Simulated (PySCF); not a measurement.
Sn(Cl)(Br)(Et)2, C₄H₁₀BrClSn, SMILES C[CH2][Sn]([Cl])([Br])[CH2]C (GFN2-xTB optimised geometry):

```
17

C     -3.180    -1.320    -1.372
C     -1.735    -1.697    -1.556
Sn    -0.390    -0.696     0.000
Cl    -1.086    -1.465     2.118
Br    -1.059     1.737     0.000
C      1.897    -0.696     0.000
C      2.456     0.181     1.088
H     -3.546    -1.624    -0.393
H     -3.785    -1.821    -2.129
H     -3.329    -0.247    -1.481
H     -1.352    -1.384    -2.524
H     -1.571    -2.763    -1.424
H      2.179    -1.737     0.128
H      2.192    -0.355    -0.990
H      3.546     0.149     1.054
H      2.147     1.217     0.963
H      2.139    -0.160     2.072
```

Computed with PBE0/def2-SVP, def2 effective core potentials past Kr run with PySCF 2.14.0.

Q: What are the frontier orbital energies and the dipole moment?

A: HOMO-2 -8.18 eV, HOMO-1 -7.92 eV, HOMO -7.48 eV, LUMO -1.26 eV, LUMO+1 0.01 eV; dipole moment 3.90 D.

On the same geometry PBE/def2-SVP, def2 effective core potentials past Kr in PySCF 2.14.0 gives HOMO-2 -6.81 eV, HOMO-1 -6.59 eV, HOMO -6.30 eV, LUMO -2.11 eV, LUMO+1 -0.74 eV; dipole moment 3.68 D.
